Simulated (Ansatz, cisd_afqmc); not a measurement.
System: PN, charge 1, doublet. PN+ (parent SMILES N#P, doublet).
B3LYP-D3(BJ)/def2-TZVP minimum from Ansatz (a first-principles code):
```xyz
2

N      0.0000     0.0000    -1.0056
P      0.0000     0.0000     0.4693
```
Charge +1, spin multiplicity 2.

Total energies in cc-pV(D+d)Z, 9 correlated electrons, 6 frozen orbitals. Radicals and triplets start from unrestricted determinants; spin-orbit coupling is neglected. Correlated methods leave the cores frozen. No relativity. AFQMC/CISD: phaseless, guided by CISD from CCSD amplitudes; bars are statistical, one sigma. Outlying blocks are dropped, and bars are widened where a walk drifts. Over all cases where full CI ran beside it in this data, AFQMC minus full CI had a median of +0.1 mEh and passed +0.4 mEh in a tenth of the cases. The UHF reference of NP+ (parent SMILES N#P, doublet) is spin-contaminated (<S^2> up to 0.65 over the pure value in the sets run). The spin of NP+ (parent SMILES N#P, doublet) was assumed, and the state is the lowest solution found for it.

```
method         program         energy (Eh)  minus CCSDTQ (mEh)
----------  ----------  ------------------  ------------------
HF              Ansatz          -394.77861              264.17
MP2             Ansatz          -394.97287               69.91
CCSD            Ansatz          -395.02489               17.90
CCSD(T)         Ansatz          -395.03738                5.40
CCSDT(Q)        Ansatz          -395.04304               -0.25
CCSDTQ          Ansatz          -395.04278                0.00
AFQMC/CISD  cisd_afqmc  -395.0400 ± 0.0004           2.8 ± 0.4
```

Rough core times of Ansatz's runs on a shared machine: CCSD(T) under 20 s, CCSDT(Q) under 20 s, CCSDTQ 6 min.
